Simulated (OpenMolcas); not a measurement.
# Dy4+: CASPT2 settings compared

```
Program             : OpenMolcas
Basis               : ANO-RCC-VTZP [8s7p5d3f2g1h]
Scalar Hamiltonian  : DKH3, point nucleus
Active space        : 8 electrons in 7 orbitals (4f)
State averaging     : 2S+1 = 7 even, 7 roots; 2S+1 = 5 even, 62 roots kept (CI in the orbitals of an earlier block); 2S+1 = 3 even, 3 roots kept (CI in the orbitals of an earlier block, 0 in the spin-orbit step)
Spin-orbit coupling : RASSI with atomic mean-field integrals over the reference wave functions, term energies averaged over their components
```

Methods on the same reference wave functions:
A. CASSCF
B. SS-CASPT2, IPEA 0.75 Eh, imaginary shift 0.25 Eh (closed shells correlated: 5s 5p)
C. XMS-CASPT2, IPEA 0.75 Eh, sigma2 regulariser 0.15 Eh (closed shells correlated: none)
D. XMS-CASPT2, IPEA 0.3 Eh, no level shift (closed shells correlated: 4d 5s 5p)

Energies in cm⁻¹ above 4f⁸ ⁷F₆.

| Level | A | B | C | D |
| --- | --- | --- | --- | --- |
| 4f⁸ ⁷F₆ | 0.0 | 0.0 | 0.0 | 0.0 |
| 4f⁸ ⁷F₅ | 2377 | 2370 | 2370 | 2370 |
| 4f⁸ ⁷F₄ | 3979 | 3960 | 3960 | 3970 |
| 4f⁸ ⁷F₃ | 5272 | 5250 | 5250 | 5270 |
| 4f⁸ ⁷F₂ | 6281 | 6260 | 6270 | 6290 |
| 4f⁸ ⁷F₁ | 6978 | 6970 | 6970 | 7000 |
| 4f⁸ ⁷F₀ | 7335 | 7330 | 7330 | 7360 |
| 4f⁸ ⁵D₄ | 26391 | 25700 | 25670 | 26320 |
| 4f⁸ ⁵D₃ | 33035 | 32340 | 32320 | 32940 |
| 4f⁸ ⁵L₁₀ | 34281 | 35500 | 35410 | 34690 |
| 4f⁸ ⁵L₉ | 35618 | 36830 | 36750 | 36030 |
| 4f⁸ ⁵G₅ [73 %] | 36459 | 35770 | 35910 | 35560 |
| 4f⁸ ⁵G₆ [69 %] | 36593 | 35920 | 36060 | 35700 |
| 4f⁸ ⁵L₈ | 36821 | 38040 | 37960 | 37230 |
| 4f⁸ ⁵G₄ | 37035 | 36340 | 36450 | 36150 |
| 4f⁸ ⁵L₇ | 37890 | 39110 | 39020 | 38300 |
| 4f⁸ ⁵G₃ | 37949 | 37230 | 37320 | 37080 |
| 4f⁸ ⁵D₂ [56 %] | 38088 | 37390 | 37370 | 37880 |
| 4f⁸ ⁵G₂ [60 %] | 38979 | 38240 | 38290 | 38230 |

Among B to D the level of the table that moves most is 4f⁸ ⁵L₁₀, by 810 cm-1 (lowest in D, highest in B). Moves below CASPT2's spread within the term are not significant.

From A to B the spin-free energies of the other terms of 4f⁸ shown, above ⁷F, scale by factors of 0.97 to 1.04.

The lowest spin-free term lies below A's lowest term by 0.583 hartree in B, 0.187 hartree in C, 1.106 hartree in D.

CASPT2 breaks the degeneracy within a term, and the mean is taken; among the terms shown or strongly mixed into the levels shown the widest spread is 560 cm-1 (4f⁸ ⁵L, D). High states are left out of the spin-orbit mixing, which shifts the levels that they would mix with. Terms from blocks run as CI alone lack orbitals of their own. The CASPT2 spread within a term exceeds the gap to the next term for 4f⁸ ⁵G and 4f⁸ ⁵L, so the order of their levels is uncertain, and so are names and mixing where such terms share a J (figures for C; the like holds for D). Without dynamic correlation excited terms often stand tens of per cent too high (terms of higher spin than the ground term too low), and those without a measured partner can miss by more than the paired ones (holds for A). Levels of configurations outside the active space are missing. The table leaves out levels that lie high or whose names do not pair safely across all columns.

A share in square brackets marks a mixed level and gives the weight of the term that names it, the lowest over the columns.
